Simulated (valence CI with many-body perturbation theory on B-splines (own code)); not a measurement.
## Sensitivity of CI+MBPT for Ni XXIII

Calculated by valence CI with perturbative core correlation (CI+MBPT): four valence electrons over a frozen Dirac-Fock core [He], a basis of 6 s, 6 p, 5 d, 3 f, 1 g functions for each j, with the one-electron correlation potential Σ1 (screened to all orders), the two-electron term Σ2, the three-electron term Σ3, Breit, model QED; selected single and double excitations, second order for the rest, scaled by the run's own slope (own B-spline code, finite nucleus).

No measured spectrum was set against this ion. As an estimate, levels of excited configurations hold to 0.05 to 0.15 % of their energy, terms of the ground configuration to about 0.5 %.

The reference run has the lowest level 2s2 2p2 3P_0 and an ionisation energy of 2010.80 eV. Its largest variational space holds 11446 state functions.

Names give the largest LS component (configuration and term), which can be under half, so a name can repeat, a term be missing and a line seem to break the LS rules; names also repeat where a configuration has a term twice.

```tsv
Level	Reference (cm⁻¹)	Shift (cm⁻¹)
2s2 2p2 3P_1	109674	+12
2s2 2p2 3P_2	161952	-13
2s2 2p2 1D_2	324794	-36
2s2 2p2 1S_0	465301	-71
2s 2p3 5S°_2	585795	+54
2s 2p3 3D°_1	894309	-58
2s 2p3 3D°_2	899881	-54
2s 2p3 3D°_3	941132	-62
2s 2p3 3P°_0	1064920	-70
2s 2p3 3P°_1	1078700	-69
2s 2p3 3P°_2	1105080	-69
2s 2p3 3S°_1	1251180	-40
```

The ionisation energy moves by +0.0035 eV.

(1) Which of these changes was made?
A. correlating orbitals by l 3 3 3 2 1 → 6 6 2 3 3
B. highest l in the core sums 6 → 7
C. correlating orbitals by l 3 3 3 2 1 → 0 0 0 0 0
D. size limit of the variational space 10000 → 3000; hole-hole ladder in Σ2 on → off

## Answers

(1) A. correlating orbitals by l 3 3 3 2 1 → 6 6 2 3 3.
